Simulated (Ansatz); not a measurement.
The cluster Ba2S2⁺, relaxed as a doublet with UKS PBE-D4/def2-SVP in Ansatz, starting from the GFN2-xTB geometry. Force threshold 0.02 eV/Å.

In the def2 sets Ba takes a core potential; there is no spin–orbit coupling. Another isomer (doublet) lies 0.63 eV lower at PBE0-D4/def2-TZVP; other spin states weren't run for this one.

Start:

Cartesian coordinates in Å:
```
Ba -0.455 1.368 3.023
Ba -0.400 -0.949 -3.186
S 0.763 0.631 0.489
S 0.092 -1.050 -0.326
```

**Question.** Estimate the energy that the relaxation releases and the steps that it takes.

**Answer.** 180.7 kJ/mol, in 11 steps; 68 s on 4 threads of Intel Xeon on a shared host. No frequencies were taken in this run, so the end may be a saddle point.

**Question.** Does the start keep its bonding and symmetry?

**Answer.** Bonds formed: Ba1–S4, Ba2–S3 (atoms count from 1). Metal–metal contacts that move far: Ba1–Ba2 6.63 to 4.19 Å. Point group C2 at the start, C2v at the end, both within 0.05 Å.

**Question.** Predict the relaxed structure.

**Answer.** 
Cartesian coordinates in Å:
```
Ba -0.8749 0.9453 1.8677
Ba -0.6586 -0.1915 -2.1626
S 1.2697 0.5541 -0.0881
S 0.2638 -1.3079 0.3830
```
Bond lengths (bridged metal pairs left out): 4 × Ba–S 2.93 Å; 1 × S–S 2.17 Å.
